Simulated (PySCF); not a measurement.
[Ho(H2O)4]3+ at several levels of theory

Computed with PySCF 2.14.0 (density fitting, no spin-orbit coupling) at the geometry relaxed with PBE0:

```xyz
13
[Ho(H2O)4]3+ (singlet in the valence; each metal's 4f electrons, 10 of them, lie in its core potential, out of spins and levels)
Ho   -0.0001    0.0000    0.0000
O     1.3419    1.2547    1.3197
H     1.2713    1.4127    2.2884
H     2.1437    1.7660    1.0647
O    -1.3423   -1.3196    1.2545
H    -2.1437   -1.0648    1.7662
H    -1.2709   -2.2886    1.4131
O     1.3419   -1.2547   -1.3197
H     2.1437   -1.7660   -1.0647
H     1.2713   -1.4127   -2.2884
O    -1.3423    1.3196   -1.2545
H    -1.2709    2.2886   -1.4131
H    -2.1437    1.0648   -1.7662
```

```json
{"level": "PBE0", "basis": "Ho lcecp-1-SVP with ECP56, O def2-SVP, H def2-SVP", "state": "singlet", "HOMO (eV)": "-24.47", "gap (eV)": "9.32", "charge on Ho1 (e)": "1.73", "population of f-type functions on Ho1 (polarisation alone where 4f lies in the core)": "0.05", "dipole about the centre of mass (D)": "0.00", "largest force component (eV/Å)": "0.02"}
{"level": "PBE0", "basis": "Ho lcecp-1-TZVP with ECP56, O def2-TZVP, H def2-TZVP", "state": "singlet", "HOMO (eV)": "-24.47", "gap (eV)": "9.41", "charge on Ho1 (e)": "2.08", "population of f-type functions on Ho1 (polarisation alone where 4f lies in the core)": "0.06", "dipole about the centre of mass (D)": "0.00", "largest force component (eV/Å)": "0.24"}
```

In the lcecp rows the 4f levels are missing from HOMO and gap, and the state counts the valence alone.

Charges are Mulliken's, which hang on the basis. The relaxation used the grid (50, 194), these runs (75, 302) or, all-electron (x2c bases, spin-free X2C Hamiltonian), (99, 590).

**Question.** A further run in the first row's basis gives HOMO (eV) -23.42, gap (eV) 7.93, charge on Ho1 (e) 1.70, population of f-type functions on Ho1 (polarisation alone where 4f lies in the core) 0.05, dipole about the centre of mass (D) 0.00, largest force component (eV/Å) 0.26. Which level was it?
A. r2SCAN
B. TPSSh

**Answer.** B. The others give HOMO -23.04 eV (r2SCAN).

In the first row's basis the gap widens with exact exchange: 7.2 eV for r2SCAN (none); 7.9 to 9.3 eV for TPSSh, PBE0 (a fixed share).

No frequency check is given that shows the relaxed geometry to be a minimum, and it was reached by following one of several unstable modes of a saddle point. An lcecp potential fixes the number of 4f electrons, so in runs with it no electron can move into or out of that shell.
